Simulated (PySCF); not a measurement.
# Ionisation of phenylmethyl

Molecule: phenylmethyl, `[CH2]c1ccccc1` (C7H7•, doublet). Optimised structure (Å), atoms numbered from 1:
```
C     2.3195   -0.1868    0.0160
C     0.9166   -0.0738    0.0042
C     0.2763    1.1901   -0.1349
C    -1.1047    1.2955   -0.1454
C    -1.9047    0.1532   -0.0183
C    -1.2996   -1.1022    0.1195
C     0.0804   -1.2189    0.1311
H     2.9544    0.6961   -0.0809
H     2.8029   -1.1601    0.1218
H     0.8953    2.0857   -0.2340
H    -1.5722    2.2773   -0.2533
H    -2.9933    0.2407   -0.0270
H    -1.9197   -1.9965    0.2183
H     0.5467   -2.2017    0.2388
```

Level of theory: ωB97X-D3(BJ)/ma-def2-TZVP single points in PySCF, grid level 2; every species was optimised with PBE0-D3(BJ)/def2-SVP. The prefix ma- adds one diffuse s and one diffuse p function on all atoms but H. ωB97X-D3(BJ) is ωB97X-V with D3(BJ) in place of VV10. Thermal corrections: GFN2-xTB frequencies, unscaled, ideal gas at 298.15 K and 1 bar, quasi-RRHO entropy. These were taken at the GFN2-xTB minima.

Frontier levels of the parent: HOMO -7.54 eV, LUMO -0.39 eV.

Oxidation to the singlet cation:
| Quantity | Value |
| --- | --- |
| Vertical ionisation energy (electronic) | 7.31 eV |
| Adiabatic ionisation energy (with zero-point energy) | 7.21 eV |
| Adiabatic, electronic part | 7.21 eV |
| Vertical gap at the product's structure | 7.16 eV |
| Inner reorganisation energy (four-point) | 156 meV |
| Relaxation of product / of parent | 98 / 58 meV |
| Largest changes of atomic charge | C1 0.26, C5 0.16, C3 0.11, C7 0.11 |
| Distances that move most (Å) | C1–C2 1.408 → 1.370; C2–C3 1.424 → 1.440; C2–C7 1.424 → 1.440; C3–C4 1.385 → 1.375 |
| Potential in dichloromethane | 5.25 V absolute, 0.55 V against Fc+/Fc computed at 4.70 V (solvation -11 → -202 kJ/mol) |

Vertical ionisation energy to the triplet cation: 9.21 eV. This state was not relaxed.

Solvents are IEF-PCM continua (electrostatics only, gas-phase structures); absolute potentials refer to an electron at rest in vacuum. Fc+/Fc in dichloromethane, 4.70 V, is ωB97X-D3(BJ)/ma-def2-TZVP on PBE0-D3(BJ)/def2-SVP structures with GFN2-xTB thermal terms. Benchmark calculations put it near 5.0 V in acetonitrile and DMSO, so it is about 0.3 V low, and the value against it can read up to that much too high.

Measured values (NIST Chemistry WebBook, evaluated or the median of agreeing entries): adiabatic ionisation energy 7.23 eV (computed 7.21, difference -0.02).

Run with `OMP_NUM_THREADS=1 python redox_run.py task.json out` on 1 thread of Arm Neoverse V1, a shared host. Structures, frequencies and single points: 5.9 min of wall time.
